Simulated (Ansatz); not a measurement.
`Br/C=C/I` and `[GeH3]/[CH]=C\Br` differ in one atom or group (the configuration at the double bond changes too).

Ansatz, PBE0-D4/def2-TZVP geometries, multiplicity 1. 

Elements past krypton have def2 core potentials. Scalar relativity is left out up to krypton.

```
                                          property  `Br/C=C/I`
  size of the dipole moment (B3LYP/def2-TZVPP) / D        0.28
             HOMO–LUMO gap (B3LYP/def2-TZVPP) / eV        5.42
               HOMO–LUMO gap (PBE/def2-TZVPP) / eV        3.88
               LUMO energy (B3LYP/def2-TZVPP) / eV       -1.41
size of the dipole moment (ωB97M-V/def2-TZVPP) / D        0.29
    size of the dipole moment (PBE/def2-TZVPP) / D        0.24
```

Problem. Give the same properties after the change, and the shifts. (Best estimate.)

Solution. The calculation gave: 
```tsv
property	`[GeH3]/[CH]=C\Br`	shift
size of the dipole moment (B3LYP/def2-TZVPP) / D	1.32	1.04
HOMO–LUMO gap (B3LYP/def2-TZVPP) / eV	6.31	0.89
HOMO–LUMO gap (PBE/def2-TZVPP) / eV	4.69	0.81
LUMO energy (B3LYP/def2-TZVPP) / eV	-0.96	0.45
size of the dipole moment (ωB97M-V/def2-TZVPP) / D	1.35	1.06
size of the dipole moment (PBE/def2-TZVPP) / D	1.24	1.00
```

With PBE0 the HOMO falls by 0.45 eV and the LUMO rises by 0.42 eV, so the gap widens by about 0.87 eV. PBE moves the HOMO by -0.40 eV and ωB97M-V by -0.53 eV. Dipoles are sizes alone; their direction can turn.

B3LYP here is the variant with VWN-RPA as its local correlation; programs differ in this.

Spin–orbit coupling is left out; it splits and shifts lone-pair levels of the heavy atoms by tenths of an eV.
